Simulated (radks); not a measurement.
Results of a calculation; reference values are marked as such.
Species: Mg. Configuration: [Ne] 3s2.

Level of theory: Dirac Kohn-Sham, BLYP, spin-unpolarised, spherical densities, point nucleus (a radial shooting solver on a logarithmic mesh with Libxc functionals).

Energy parts (eV):
part                      energy
total                  -5453.653
kinetic                 5462.152
electron-nucleus      -13079.927
Hartree                 2612.606
exchange-correlation    -448.485

Orbitals (lengths in bohr, moments of r in powers of bohr; <r^-3> diverges for s and p1/2; r(90%) holds 90 % of the orbital's charge):
orbital  occ.  eigenvalue (eV)  <r^-3>  r(90%)
1s1/2       2        -1260.611       -   0.234
2s1/2       2         -79.5730       -    1.11
2p1/2       2         -46.7186       -    1.18
2p3/2       4         -46.4287   25.52    1.18
3s1/2       2          -4.5723       -    4.88
3p1/2       0          -1.2016       -    7.70
3p3/2       0          -1.1950  0.5920    7.72

The highest occupied level is 3s1/2 at -4.572 eV. The density falls to 0.001 e/bohr^3 at r = 4.51 bohr. Summed over all electrons, <r^2> = 28.11 bohr^2, which gives a Langevin (diamagnetic) susceptibility term of -22.3 x 10^-6 cm^3/mol. For comparison, the ionisation energy in NIST's Atomic Spectra Database is 7.646 eV (measured). In exact Kohn-Sham theory the highest level is minus the ionisation energy, but local and semilocal functionals leave it too shallow, through self-interaction and a potential that decays too fast; potentials with the right tail come closer.
